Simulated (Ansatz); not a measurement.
# Ligand exchange: how K changes with temperature for C2HCl3Si + C2H5Cl ⇌ C2H2Cl2Si + C2H4Cl2

Gas-phase species: C2HCl3Si `C#C[Si](Cl)(Cl)Cl`, singlet; C2H5Cl (chloroethane) `CCCl`, singlet; C2H2Cl2Si `C#C[SiH](Cl)Cl`, singlet; C2H4Cl2 (1,1-dichloroethane) `CC(Cl)Cl`, singlet. The partners trade Cl for H: Si–Cl and C–H bonds give way to Si–H and C–Cl.

The electronic reaction energy at CCSD(T)/CBS estimate is +158.0 kJ/mol. Shapes: PBE0-D4/def2-TZVP. Programs: Ansatz 0.2.0. Enthalpy and entropy come from rigid-rotor, harmonic-oscillator sums on unscaled PBE0-D4/def2-TZVP wavenumbers, ideal gases at 1 bar. Symmetry numbers: C2HCl3Si 3, C2H5Cl 1, C2H2Cl2Si 1, C2H4Cl2 1. R = 8.3145 J/(mol K).

| T (K) | ΔH (kJ/mol) | ΔS (J/(mol K)) |
| --- | --- | --- |
| 700 | +151.3 | +10.0 |
| 1000 | ? | ? |
| 1300 | +153.1 | +11.8 |

Task: Work out ln K at 700 and 1300 K, and from these estimate it at 1000 K.

Result: 
1. 700 K: ΔG = +151.3 − 700 × (+10.0)/1000 = +144.3 kJ/mol; ln K = −ΔG/RT = -24.79.
2. 1300 K: ΔG = +153.1 − 1300 × (+11.8)/1000 = +137.8 kJ/mol; ln K = −ΔG/RT = -12.75.
3. Slope against 1000/T: (-12.75 − (-24.79))/(0.7692 − 1.4286) = -18.26, that is −ΔH/R with ΔH near +152 kJ/mol.
4. 1000 K: ln K = -24.79 + (-18.26) × (1.0000 − 1.4286) = -16.96.

The full sums give ΔH = +152.2 kJ/mol, ΔS = +11.1 J/(mol K), ΔG = +141.1 kJ/mol and ln K = -16.97 at 1000 K, so the line is off by +0.01 in ln K; without rounding the miss is +0.02, from the change of ΔH with temperature. The reactants are favoured over this whole range. An error of 10 kJ/mol in the energy moves ln K by 1.2 at 1000 K. Soft modes are treated as harmonic, which can err either way at these temperatures; the lowest are those of C2HCl3Si (104 cm⁻¹), C2H2Cl2Si (106 cm⁻¹). Other reactions of these species are left aside. The CBS estimate extrapolates MP2 from def2-TZVPP and def2-QZVPP and adds CCSD(T) − MP2 in the triple-zeta set, cores frozen.
